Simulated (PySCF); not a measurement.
## Bond curve of SbBr

Set-up: Sb def2-SVP with ECP28, Br def2-SVP; scalar-relativistic core potentials (PySCF 2.14). Energies in eV from Sb + Br in their ground configurations at the same level. State: ³Σ⁻ (triplet), unpaired electrons π ↑↑.

All columns are MN15. A positive dipole means Sb(−)Br(+).

```
R (Å)  E (eV)  μ (D)  Mulliken charge on Sb (basis-dependent)  HOMO (eV)  LUMO (eV)  Mayer bond order  ⟨S²⟩
2.168  -1.469  -0.44                                     0.12      -6.15      -1.82              1.26  2.00
2.269  -2.124  -0.99                                     0.17      -6.35      -1.99              1.21  2.00
2.370  -2.470  -1.53                                     0.22      -6.54      -2.15              1.16  2.00
2.445  -2.587  -1.92                                     0.24      -6.67      -2.26              1.13  2.00
2.521  -2.614  -2.31                                     0.27      -6.80      -2.37              1.10  2.00
2.597  -2.576  -2.67                                     0.29      -6.92      -2.48              1.07  2.01
2.697  -2.452  -3.13                                     0.30      -7.07      -2.60              1.04  2.01
2.824  -2.225  -3.66                                     0.32      -7.23      -2.74              1.00  2.01
2.975  -1.900  -4.21                                     0.33      -7.38      -3.06              0.96  2.03
3.176  -1.455  -4.65                                     0.32      -7.52      -3.57              0.88  2.09
```

A fit through these points gives, at Re = 2.511 Å, μ = -2.25 D and dμ/dR = -4.97 D/Å; the reduced mass is 47.75 u.

Q: How strong is the fundamental in the double-harmonic approximation, I = 42.26·(dμ/dR)²/μred km/mol?

A: I = 42.26·(-4.97)²/47.75 = 21.9 km/mol at MN15.

Spin–orbit coupling is left out, which matters for elements this heavy, above all for dissociation energies. The state was picked by a PBE0 search and need not be the measured ground state.
